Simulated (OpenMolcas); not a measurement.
**Ni4+: moving or changing the point charges**

Ni4+ among 4 point charges of -1.5 e arranged as a tetrahedron (Td), 2.03 Å from the ion.
```
   1.1720    1.1720    1.1720  -1.50
   1.1720   -1.1720   -1.1720  -1.50
  -1.1720    1.1720   -1.1720  -1.50
  -1.1720   -1.1720    1.1720  -1.50
```

```json
{"Program": "OpenMolcas", "Method": "CASSCF", "Basis": "ANO-RCC-VDZP [5s4p2d1f]", "Scalar Hamiltonian": "DKH2, point nucleus", "Active space": "6 electrons in 5 orbitals (3d)", "State averaging": "2S+1 = 5 even, 5 roots; 2S+1 = 3 even, 45 roots; 2S+1 = 1 even, 50 roots", "Spin-orbit coupling": "state interaction with AMFI integrals over the reference wave functions"}
```

Runs around this geometry, states (labels of Td). Energies in cm-1 above the lowest state or level, χT in cm3 K/mol.

```tsv
R (Å)	q (e)	Ground state	First state of that spin	First gap with spin-orbit (degeneracies)	χT at 300 K	First state of another spin
2.03	-0.98	5E	5T2 457.8	35.9 (1, 3)	5.528	3T1 29066
1.85	-1.5	5E	5T2 1042	58.6 (1, 3)	5.101	3T1 29017
2.03	-1.5	5E	5T2 684.2	47.3 (1, 3)	5.379	3T1 29057
2.16	-1.5	5E	5T2 513.6	39.1 (1, 3)	5.495	3T1 29066
```

Taking the first state of the same spin as R^-n, n = -ln(513.6 / 1042) / ln(2.16 / 1.85) = 4.6 between the shortest and longest distance.

Scaling the charges by -0.98 / -1.5 = 0.65 scales the first state of the same spin by 457.8 / 684.2 = 0.67; with fixed orbitals a first-order splitting would follow the charge.

An orbital doublet at a regular site is open to a Jahn-Teller distortion, which this geometry leaves out. Without dynamic correlation the repulsion within the d shell is too large (B by tens of per cent), so at a given field states of lower spin stand too high. The ground term spreads over less than 5000 cm-1, several times less than with real ligands, so orbital moments are less quenched and χT lies further from the spin-only value than at real sites. Spin-orbit coupling mixes the spin-free states strongly: the lowest level takes only 69 % from its leading state, 5E (holds for R = 2.03, q = -0.98). This is an electrostatic model: the charges have no orbitals. No measured value stands beside these numbers.
